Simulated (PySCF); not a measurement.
C2H8FNSi2, SMILES F[C@H]([SiH3])/N=C\[SiH3]. Coordinates come from a PBE-D3(BJ)/def2-SVP optimisation. The structure was generated by enumeration; whether it is a known compound was not checked. Other conformers were not sampled.

Computed equilibrium geometry at PBE-D3(BJ)/def2-SVP (PySCF confirms it by a frequency run) as a Z-matrix (one conformer of several):
```
C
N 1 1.3989
C 2 1.2870 1 124.21
H 3 1.1126 2 114.51 1 177.93
H 1 1.1147 2 109.09 3 126.60
F 1 1.4323 5 106.33 2 125.20
Si 3 1.9228 4 115.60 2 179.77
H 7 1.5014 3 112.34 4 115.67
H 7 1.5018 8 110.80 6 -66.08
H 7 1.5072 8 108.12 9 -118.37
Si 1 1.9356 5 110.40 6 115.50
H 11 1.5001 1 107.00 5 178.42
H 11 1.5005 12 110.88 1 120.01
H 11 1.5015 12 110.45 13 122.20
```
Charge 0, spin multiplicity 1.
